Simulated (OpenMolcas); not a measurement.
# Ionisation energies of nickel

```yaml
Program: OpenMolcas 26.06
Basis: ANO-L-VTZP [6s5p3d2f1g]
Scalar_Hamiltonian: non-relativistic, point nucleus
Spin-orbit_coupling: state interaction with AMFI integrals over the reference wave functions, term energies averaged over their components
```

Active shells in each charge state: the valence d shell, with orbitals averaged over the low states. Where CASPT2's correlated closed shells are named, they are those of the first ion.

A. CASSCF
B. SS-CASPT2, IPEA 0.25 Eh, imaginary shift 0.1 Eh (closed shells correlated: 3s 3p)
C. SS-CASPT2, IPEA 0.25 Eh, imaginary shift 0.1 Eh (closed shells correlated: none)
D. SS-CASPT2, IPEA 0.25 Eh, imaginary shift 0.1 Eh (closed shells correlated: 2s 2p 3s 3p)
E. SS-CASPT2, IPEA 0 Eh, imaginary shift 0.1 Eh (closed shells correlated: 3s 3p)

Energies in eV between the lowest computed levels, named as in B; reference values from the NIST Atomic Spectra Database with their kind.

| From | To | A | B | C | D | E | Spin-orbit share in B | Reference |
| --- | --- | --- | --- | --- | --- | --- | --- | --- |
| Ni2+ 3d⁸ ³F₄ | Ni3+ 3d⁷ ⁴F_9/2 | 33.280 | 35.891 | 35.483 | 35.901 | 35.868 | -0.016 | 35.187 (measured) |
| Ni3+ 3d⁷ ⁴F_9/2 | Ni4+ 3d⁶ ⁵D₄ | 53.777 | 55.850 | 55.481 | 55.858 | 55.856 | +0.036 | 54.920 (semi-empirical) |
| Ni4+ 3d⁶ ⁵D₄ | Ni5+ 3d⁵ ⁶S_5/2 | 74.478 | 76.290 | 75.938 | 76.299 | 76.275 | +0.106 | 76.060 (semi-empirical) |
| Ni5+ 3d⁵ ⁶S_5/2 | Ni6+ 3d⁴ ⁵D₀ | 106.929 | 107.896 | 107.693 | 107.898 | 107.941 | -0.195 | 108.000 (semi-empirical) |
| Ni6+ 3d⁴ ⁵D₀ | Ni7+ 3d³ ⁴F_3/2 | 132.533 | 133.336 | 133.091 | 133.340 | 133.368 | -0.087 | 132.000 (theoretical) |
| Ni7+ 3d³ ⁴F_3/2 | Ni8+ 3d² ³F₂ | 162.101 | 162.601 | 162.397 | 162.597 | 162.634 | -0.019 | 162.000 (theoretical) |

Error against the reference values, in %:

| From | Reference | A | B | C | D | E |
| --- | --- | --- | --- | --- | --- | --- |
| Ni2+ | measured | -5.4 | +2.0 | +0.8 | +2.0 | +1.9 |
| Ni3+ | semi-empirical | -2.1 | +1.7 | +1.0 | +1.7 | +1.7 |
| Ni4+ | semi-empirical | -2.1 | +0.3 | -0.2 | +0.3 | +0.3 |
| Ni5+ | semi-empirical | -1.0 | -0.1 | -0.3 | -0.1 | -0.1 |
| Ni6+ | theoretical | +0.4 | +1.0 | +0.8 | +1.0 | +1.0 |
| Ni7+ | theoretical | +0.1 | +0.4 | +0.2 | +0.4 | +0.4 |

Absolute error against the one measured value: A 1.91 eV, B 0.70 eV, C 0.30 eV, D 0.71 eV, E 0.68 eV. C lies closest.

The lowest level within the active space need not be the ion's true ground level.
